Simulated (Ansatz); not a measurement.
C₄H₁₁AlO₂ (SMILES C[C](C)(C)[Al]([OH])[OH]), singlet, geometry from GFN2-xTB (such geometries of metal compounds can be far from the true shape); CASSCF(2,2)/STO-3G run with Ansatz (a quantum-chemistry and plane-wave program).

Ansatz was given this input:
Ansatz 0.2 input:
```yaml
crystal:
  periodic: [false, false, false]
  atoms:
    - {symbol: Al, position_ang: [1.01006246, -0.36782120, 0.03503853]}
    - {symbol: O, position_ang: [1.99029180, 0.01078826, -1.23165988]}
    - {symbol: H, position_ang: [2.53274144, 0.24865788, -1.96817176]}
    - {symbol: O, position_ang: [1.40521759, -1.32146671, 1.31692988]}
    - {symbol: H, position_ang: [1.61766454, -1.86349380, 2.06155365]}
    - {symbol: C, position_ang: [-0.90811087, 0.35439709, -0.02121544]}
    - {symbol: C, position_ang: [-1.83445933, -0.66229472, -0.69978916]}
    - {symbol: C, position_ang: [-1.41849815, 0.59841747, 1.39929614]}
    - {symbol: C, position_ang: [-0.95405706, 1.65859592, -0.81741272]}
    - {symbol: H, position_ang: [-2.85865811, -0.28295507, -0.72642489]}
    - {symbol: H, position_ang: [-1.83407589, -1.60655870, -0.15836884]}
    - {symbol: H, position_ang: [-1.51452761, -0.85457267, -1.72227914]}
    - {symbol: H, position_ang: [-1.34679129, -0.31085193, 1.99342256]}
    - {symbol: H, position_ang: [-0.83463869, 1.37308644, 1.89352158]}
    - {symbol: H, position_ang: [-2.46437308, 0.91240006, 1.38075804]}
    - {symbol: H, position_ang: [-0.36528098, 2.43258522, -0.32802836]}
    - {symbol: H, position_ang: [-0.55345436, 1.51064027, -1.81868812]}
    - {symbol: H, position_ang: [-1.98274085, 2.01347097, -0.91022881]}
basis:
  gaussian:
    orbitals: STO-3G
hamiltonian:
  xc: hf
magnetization: {spin_polarized: false}
correlation: {active_space: {window: {electrons: 2, orbitals: 2}}}
```

Q: What does Ansatz print? Leave out banner, timings and long lists.

A: 
```
Functional definition: HF
680 factors; integrals over basis functions are off by at most 4.4e-5 eV
mean field evaluation 1: about -14765.2118 eV, gradient 3.3e1 eV
mean field evaluation 2: about -14765.5309 eV, gradient 3.3e1 eV
mean field evaluation 4: about -14769.3213 eV, gradient 1.7e0 eV
mean field evaluation 8: about -14769.3341 eV, gradient 3.4e-5 eV
mean field -14769.33413885 eV, -542.7630185885 hartree, gradient 8.2e-7 eV, S^2 0.000000; 0 other end points of the search recorded, 0 dependent functions left out
reference -14769.33413885 eV, -542.7630185885 hartree; 32, 32 occupied and 18, 18 virtual orbitals, 680 factors
state -14769.73361588 eV, -542.7776990986 hartree
Total energy: -14769.73361588 eV, -542.7776990986 hartree
```
